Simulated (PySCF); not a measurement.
r2SCANh single point of singlet SnH₃⁺ at its PBE0 minimum.

Input, equivalent to the run apart from its starting density:

```python
from pyscf import gto, scf, dft
mol = gto.M(atom='''
Sn     0.000000    -0.000000     0.000000
H      1.685994    -0.000014     0.000000
H     -0.842985     1.460120     0.000000
H     -0.843009    -1.460107    -0.000000''',
    basis={'Sn': 'def2-TZVP', 'H': 'def2-TZVP'},
    ecp={'Sn': 'def2-TZVP'},
    charge=1, spin=0)
mf = dft.RKS(mol, xc='HYB_MGGA_XC_R2SCANH')
mf.grids.atom_grid = (90, 434)
aux = {'Sn': 'def2-universal-JKFIT', 'H': 'def2-universal-JKFIT'}
mf = mf.density_fit(auxbasis=aux)
mf.conv_tol = 1e-08
mf.diis_space = 10
mf.max_cycle = 60
mf.verbose = 4
mf.kernel()
```

Excerpt of the output:

```
init E= -215.823728891738
  HOMO = -0.575590976965593  LUMO = -0.356498711296046  gap/eV = 5.96180
cycle= 1 E= -215.823952648104  delta_E= -0.000224  |g|= 0.0104  |ddm|= 0.108
  HOMO = -0.574252145411726  LUMO = -0.355276141860084  gap/eV = 5.95864
cycle= 2 E= -215.82395651226  delta_E= -3.86e-06  |g|= 0.00864  |ddm|= 0.0184
  HOMO = -0.574578161615522  LUMO = -0.355750330794709  gap/eV = 5.95461
cycle= 3 E= -215.823965855817  delta_E= -9.34e-06  |g|= 0.000446  |ddm|= 0.0105
  HOMO = -0.574560831141092  LUMO = -0.355657449219488  gap/eV = 5.95666
cycle= 4 E= -215.823965917636  delta_E= -6.18e-08  |g|= 5.19e-05  |ddm|= 0.000968
  HOMO = -0.574557078771332  LUMO = -0.355658639663018  gap/eV = 5.95653
cycle= 5 E= -215.823965918465  delta_E= -8.29e-10  |g|= 2.03e-06  |ddm|= 0.000109
  HOMO = -0.574556337064284  LUMO = -0.355657958954486  gap/eV = 5.95653
Extra cycle  E= -215.823965918465  delta_E= -5.68e-14  |g|= 1.63e-06  |ddm|= 7.99e-06
converged SCF energy = -215.823965918465
```

This run, together with those of the ionised and electron-attached species (not shown), took 7.6 s on 2 threads of a shared Arm Neoverse V2 host, with 68 basis functions; the process peaked at 0.78 GiB. Launch command: `OMP_NUM_THREADS=2 python axn.py task.json out`.
